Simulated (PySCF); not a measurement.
**Radial density of V⁻ (vanadium, charge -1)**

r2SCAN, [Ar] 3d4 4s2, high-spin 5D determinant. All numbers are calculated (PySCF 2.14, the spin-free X2C one-electron Hamiltonian (Gaussian nucleus), in aug-cc-pwCVTZ-DK with one added diffuse shell each of s, p, d, f, g type (11s10p8d5f4g, 152 functions)).

| r (bohr) | 4πr²ρ (e/bohr) | 4πr²(ρα − ρβ) |
| --- | --- | --- |
| 0.00118 | 0.1898 | 0.0000 |
| 0.00199 | 0.4836 | 0.0001 |
| 0.00335 | 1.207 | 0.0002 |
| 0.00563 | 2.904 | 0.0004 |
| 0.00947 | 6.568 | 0.0009 |
| 0.0159 | 13.31 | 0.0017 |
| 0.0268 | 22.32 | 0.0022 |
| 0.0450 | 27.47 | -0.0001 |
| 0.0758 | 23.01 | -0.0075 |
| 0.127 | 22.08 | -0.0025 |
| 0.214 | 29.77 | 0.1164 |
| 0.361 | 16.74 | 0.6573 |
| 0.607 | 9.695 | 1.8192 |
| 1.02 | 10.46 | 2.2815 |
| 1.72 | 2.981 | 1.4117 |
| 2.89 | 0.9090 | 0.5946 |
| 4.85 | 0.3714 | 0.0713 |
| 8.17 | 0.08513 | -0.0421 |
| 13.7 | 0.01645 | -0.0107 |
| 23.1 | 0.0008785 | -0.0003 |

Densities and radii are taken from the X2C orbitals without a picture-change correction, which distorts them close to the nucleus.

⟨S²⟩ = 6.22 against 6.00 shows spin contamination. At r2SCAN the highest occupied level has a positive energy, so only the finite basis holds that electron; in a semilocal or global hybrid functional this comes from self-interaction and does not mean that the real anion is unbound.

(1) Where is the radial spin density 4πr²(ρα − ρβ) most negative, and why is it negative at all?

Answers

(1) Around r = 8.17 bohr, down to -0.0421 e/bohr: exchange with the open shell polarises the paired shells in an unrestricted calculation.
